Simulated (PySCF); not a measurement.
**Two-photon absorption: 1-bromo-2-isopropylbenzene (CC(C)c1ccccc1Br, C$_{9}$H$_{11}$Br)**

Cartesian coordinates in Å; atom numbers follow the order of the lines, from 1:
```xyz
21

C    -1.718    1.115    0.112
C    -0.920    0.133    0.975
C    -1.428    0.119    2.412
C     0.561    0.425    0.858
C     1.211    1.270    1.767
C     2.563    1.583    1.656
C     3.315    1.047    0.614
C     2.703    0.206   -0.310
C     1.347   -0.091   -0.185
Br    0.589   -1.232   -1.500
H    -1.395    1.074   -0.938
H    -1.580    2.147    0.471
H    -2.793    0.880    0.148
H    -1.076   -0.875    0.557
H    -0.822   -0.540    3.051
H    -1.428    1.125    2.861
H    -2.467   -0.242    2.439
H     0.635    1.695    2.592
H     3.029    2.246    2.388
H     4.378    1.279    0.517
H     3.274   -0.226   -1.134
```

The calculation used TDDFT CAM-B3LYP/def2-SVPD excited states, vertical, gas phase in PySCF. Geometry: PBE0-D3(BJ)/def2-SVP.

The calculation is non-relativistic, which matters for the atoms heavier than Zn.

How strongly do the lowest singlets absorb one photon, and two photons of half the energy?

δ for parallel linear polarisation; σ at the peak of a Lorentzian of half width 0.1 eV, single beam; Ω is circular over linear.
| state | E (eV) | f | photon λ (nm) | δ (au) | σ (GM) | Ω | main |
| --- | --- | --- | --- | --- | --- | --- | --- |
| S1 | 5.27 | 0.003 | 470 | 11.8 | 0.12 | 1.49 | HOMO→LUMO+1 0.34, HOMO−1→LUMO 0.26 |
| S2 | 5.74 | 0.000 | 432 | 8.06 | 0.10 | 1.48 | HOMO→LUMO+2 0.78 |
| S3 | 5.84 | 0.068 | 424 | 24.6 | 0.31 | 1.13 | HOMO→LUMO 0.47, HOMO→LUMO+1 0.25 |
| S4 | 6.59 | 0.281 | 376 | 19.8 | 0.31 | 1.24 | HOMO−1→LUMO 0.27, HOMO−2→LUMO+2 0.25 |
| S5 | 6.65 | 0.158 | 373 | 1.09 | 0.02 | 1.50 | HOMO−2→LUMO+2 0.28, HOMO−1→LUMO+2 0.26 |
| S6 | 6.67 | 0.513 | 372 | 36.4 | 0.59 | 0.72 | HOMO−1→LUMO+1 0.57, HOMO→LUMO 0.19 |

Among these, the strongest one-photon state is S6, the strongest two-photon state S6, with a dipole change of 1.0 D (relaxed, norm of the difference vector).
